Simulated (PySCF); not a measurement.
**C₆ coefficients of unlike pairs at PBE**

Calculated with PySCF 2.14 from the dipole response of each species, C₆(A,B) = (3/π) ∫ α_A(iu) α_B(iu) du, in atomic units, from isotropic polarisabilities. For ions this is the dispersion term alone; charge-induced terms of lower order in 1/R come first.

```csv
species,configuration,basis,relativity,α (bohr³),C₆ (like pair)
Zr⁺,[Kr] 4d2 5s1 (4F),aug-cc-pwCVTZ-PP with ECP28MDF (8s8p7d4f3g),core potential,56.74,482.3
Cr,[Ar] 3d5 4s1 (7S),"x2c-TZVPPall with one added diffuse shell each of s, p, d, f type (7s6p5d3f1g)",spin-free X2C,69.78,576.5
Al³⁺,[Ne] (1S),"x2c-TZVPPall with one added diffuse shell each of s, p, d type (6s6p4d1f)",spin-free X2C,0.2654,0.2361
Nb⁺,[Kr] 4d4 (5D),aug-cc-pwCVDZ-PP with ECP28MDF (6s6p5d3f),core potential,28.13,182.9
```

Problem. Estimate C₆ for Nb⁺ with Zr⁺.

Solution. The integral gives 289.2. The combination rule 2 C_A C_B / (C_A α_B/α_A + C_B α_A/α_B) gives 290.1 and the geometric mean 297.0.

No spin-orbit coupling is included.

The other pairs:

| pair | C₆ |
| --- | --- |
| Al³⁺, Zr⁺ | 5.412 |
| Al³⁺, Cr | 5.350 |
| Nb⁺, Al³⁺ | 4.131 |
| Cr, Zr⁺ | 524.1 |
| Nb⁺, Cr | 307.4 |
